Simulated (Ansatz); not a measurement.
The same path of C2H9BSSi (14 atoms, charge 0, multiplicity 1) was run twice with different band settings. The coordinate that changes most is the dihedral S4–Si2–C3–H11.

Theory: RKS PBE0-D4/STO-3G in Ansatz 0.2.0.

Relaxed end points:

```xyz
14
Properties=species:S:1:pos:R:3
B -1.294 0.985 0.098
Si -0.550 -0.786 -0.005
C -0.297 -1.969 1.420
S 0.657 1.033 0.408
C 1.304 1.415 -1.253
H -1.583 1.529 -0.889
H -1.854 1.274 1.077
H 0.036 -1.346 -1.205
H -0.557 -1.501 2.374
H -0.940 -2.847 1.297
H 0.737 -2.323 1.482
H 2.241 0.869 -1.426
H 0.580 1.147 -2.032
H 1.507 2.491 -1.319
```

```xyz
14
Properties=species:S:1:pos:R:3
B -0.985 1.260 0.305
Si -0.708 -0.635 0.131
C -0.461 -1.852 1.528
S 0.946 0.844 0.233
C 1.325 1.076 -1.536
H -1.326 1.864 -0.628
H -1.259 1.666 1.361
H -0.515 -1.310 -1.136
H -1.308 -2.545 1.577
H 0.446 -2.450 1.398
H -0.399 -1.340 2.493
H 2.056 0.326 -1.865
H 0.420 0.992 -2.150
H 1.755 2.075 -1.682
```

Common settings: spring 5.0 eV/Å²; optimiser quadratic models (default); start path IDPP; force threshold 0.05 eV/Å; iteration limit 60; end points relaxed.

| run | movable images | climbing image |
| --- | --- | --- |
| 1 | 5 | yes |
| 2 | 2 | no |

Q: What does each run give, and how far can it be trusted?

A: Run 1: converged after 3 iterations, highest image 0.038 eV above the first end. A vibrational analysis at the climbing image gives one clearly imaginary mode, 117i cm⁻¹: a first-order saddle point.
Run 2: converged after 3 iterations, highest image 0.029 eV above the first end. No image climbed, so the highest image needn't sit at the top of the path. So few images can step over the top or miss a turn of the path.
Limits of this set-up: minimal basis.
